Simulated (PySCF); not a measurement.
**Peak assignment**

Structure with atom numbers: `[CH2:1]=[C:2]1[CH2:3][CH2:4][CH2:5][C@H:6]([C:7](=[O:8])[OH:9])[CH2:10]1`; H(Xn) means a hydrogen on atom n. Ha(C1) is cis to C3; Ha(C3), Ha(C4), Ha(C5), Ha(C10) are cis to C7 on the ring; Hb(C1) is trans to C3; Hb(C3), Hb(C4), Hb(C5), Hb(C10) are trans to C7 on the ring.

Computational details: GIAO PBE0/pcSseg-1 shieldings, coordinates at the PBE0-D3(BJ)/def2-SVP level, in PySCF 2.14 (in vacuum, no relativistic terms, one conformer).

Scale: ¹³C, ¹H against TMS (reference shieldings calculated alike).

Task: Assign these signals to the numbered atoms. ¹³C{¹H} NMR (computed): δ 179.8 (C), 155.8 (C), 116.6 (CH2), 43.8 (CH), 38.3 (CH2), 37.2 (CH2), 32.8 (CH2), 30.1 (CH2).

Result: 
179.8 → C7, carboxylic acid carbon: it is a carbonyl in resonance with an O or N lone pair, the region of acids, esters and amides
155.8 → C2, fully substituted alkene carbon: the olefinic region
116.6 → C1, terminal =CH2 carbon: as expected for a trigonal carbon in a double bond
43.8 → C6, sp3 CH α to a carbonyl: α to the electron-withdrawing carbonyl group
38.3 → C10, allylic sp3 CH2: saturated and bonded to C and H only
37.2 → C3, allylic sp3 CH2
32.8 → C5, sp3 CH2 in a ring: saturated and bonded to C and H only
30.1 → C4, sp3 CH2 in a ring

C10 and C3 lie closer than the usual error of such a calculation, so a measured spectrum could show them in the other order.

Task: Assign these signals to the numbered atoms. ¹H NMR (400 MHz, computed): δ 5.60 (br s, 1H), 5.07 (m, 1H), 5.06 (m, 1H), 2.31 (m, 1H), 2.14 (m, 1H), 2.12 (m, 1H), 2.04 (m, 1H), 2.01 (m, 1H), 1.96 (m, 1H), 1.74 (m, 1H), 1.29 (m, 1H), 1.21 (m, 1H).

Result: 
```tsv
δ (ppm)	atoms	environment	reason
5.60	H(O9)	hydrogen on an acid hydroxyl oxygen	labile proton, position sensitive to the medium
5.07	Ha(C1)	hydrogen on a terminal =CH2 carbon	a vinylic proton, deshielded by the sp2 carbon and the C=C anisotropy
5.06	Hb(C1)	hydrogen on a terminal =CH2 carbon	–
2.31	Ha(C10)	hydrogen on an allylic sp3 CH2	allylic position
2.14	Hb(C10)	hydrogen on an allylic sp3 CH2	–
2.12	Hb(C3)	hydrogen on an allylic sp3 CH2	–
2.04	H(C6)	hydrogen on an sp3 CH α to a carbonyl	α to C=O
2.01	Hb(C5)	hydrogen on an sp3 CH2 in a ring	–
1.96	Ha(C3)	hydrogen on an allylic sp3 CH2	allylic position
1.74	Ha(C4)	hydrogen on an sp3 CH2 in a ring	–
1.29	Hb(C4)	hydrogen on an sp3 CH2 in a ring	–
1.21	Ha(C5)	hydrogen on an sp3 CH2 in a ring	–
```

Ha(C1) and Hb(C1); Hb(C10) and Hb(C3); Hb(C3) and H(C6); H(C6) and Hb(C5); Hb(C5) and Ha(C3); Hb(C4) and Ha(C5) lie closer than the usual error of such a calculation, so a measured spectrum could show them in the other order.

OH/NH shifts are gas-phase values; hydrogen bonding in solution moves them, usually downfield. Shifts are as computed. Against solution values, carbons near 30 ppm lie about +2 ppm off and those near 130 ppm about +5 ppm. Of 1211 compounds with measured shifts, 218 miss one by over three times the rms of a fit or turn the order of signals round; such compounds aren't used in these exercises. The C=O carbon of an acid or of an amide with N–H lies up to 10 ppm further downfield in solution, through hydrogen bonding that the calculation lacks. Multiplicities follow the n + 1 count of equivalent neighbours, as no J values were calculated; m marks all less simple cases, F and P coupling included.
